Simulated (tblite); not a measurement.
A tight-binding relaxation on `[Si@H]1(C)N(B)[SiH2]CN1`.

Computed with GFN2-xTB geometry optimisation, gas phase (tblite 0.8.0). Start geometry: from a force field or distance geometry. The command runs a driver script over a list of jobs; the input below is this job's line of settings and its coordinates in Å.

Command:
```bash
OMP_NUM_THREADS=1 python probes_run.py task.json out
```

Input:
```
{"job": {"kind": "relax", "xc": "GFN2-xTB", "basis": "xTB"}, "charge": 0, "multiplicity": 1}
B     -0.156500     2.152000    -0.351800
N     -0.508000     1.024600     0.573800
Si    -1.928900     0.088600     0.102400
C     -1.201200    -1.596500    -0.214500
N     -0.011500    -1.698100     0.550300
Si     0.789000    -0.186600     0.733500
C      2.217500     0.171700    -0.391600
H     -1.064200     2.852500    -0.692500
H      0.874100     2.726100    -0.209500
H     -2.909900    -0.045000     1.215900
H     -2.578700     0.587800    -1.124300
H     -1.913300    -2.379600     0.164200
H     -1.031400    -1.692900    -1.282200
H      0.502300    -2.575600     0.568300
H      1.305000    -0.078700     2.122700
H      1.936000     0.786900    -1.263800
H      3.024400     0.669000     0.209000
H      2.646600    -0.800000    -0.721800
```

Output:
```
step      E/eV     max force
  0    -557.14183    2.946
  1    -557.51514    2.045
  2    -557.76441    1.407
  3    -557.88754    0.649
  4    -557.96056    0.524
  5    -557.98218    0.326
  6    -558.00890    0.371
  7    -558.03023    0.400
  8    -558.05714    0.445
  9    -558.08021    0.348
... (111 lines left out)
121    -558.30015    0.018
122    -558.30019    0.016
123    -558.30023    0.016
124    -558.30026    0.013
125    -558.30029    0.013
126    -558.30033    0.015
127    -558.30038    0.014
128    -558.30041    0.012
129    -558.30044    0.010
130    -558.30045    0.010
```

«max force» is the largest atomic force in eV/Å.

Task: From which step on does the largest force stay under 0.1 eV/Å, and how much energy is left to gain from there?

Result: From step 113 (0.030 eV/Å), 1.5 meV above the end.

Summary of the converged run: energy lowered by 26.7 kcal/mol over 130 steps; largest atomic force 0.010 eV/Å at the end.

Task: Give the final coordinates.

Result: 0.583 Å rms from the input after alignment:
```
atom  x, y, z in Å
B1    -0.3001    2.3184    0.1912
N2    -0.4501    0.9273    0.1694
Si3   -1.9512    0.1164   -0.1921
C4    -1.3530   -1.6883   -0.0332
N5     0.0951   -1.6409   -0.0030
Si6    0.8569   -0.2031    0.5330
C7     2.4382    0.1117   -0.4537
H8    -1.2287    2.9983   -0.0386
H9     0.7451    2.7863    0.4424
H10   -2.9786    0.4265    0.8073
H11   -2.3921    0.4245   -1.5564
H12   -1.7541   -2.1615    0.8717
H13   -1.6781   -2.3038   -0.8763
H14    0.5360   -2.5417    0.0908
H15    1.1027   -0.1038    1.9874
H16    2.2640    0.0808   -1.5248
H17    2.8440    1.0868   -0.2109
H18    3.1953   -0.6279   -0.2157
```

Time: 1.8 s. Hardware: an Arm Neoverse N1 with one thread (shared host).
Labels such as C1 count atoms from 1, the log's own numbers from 0.
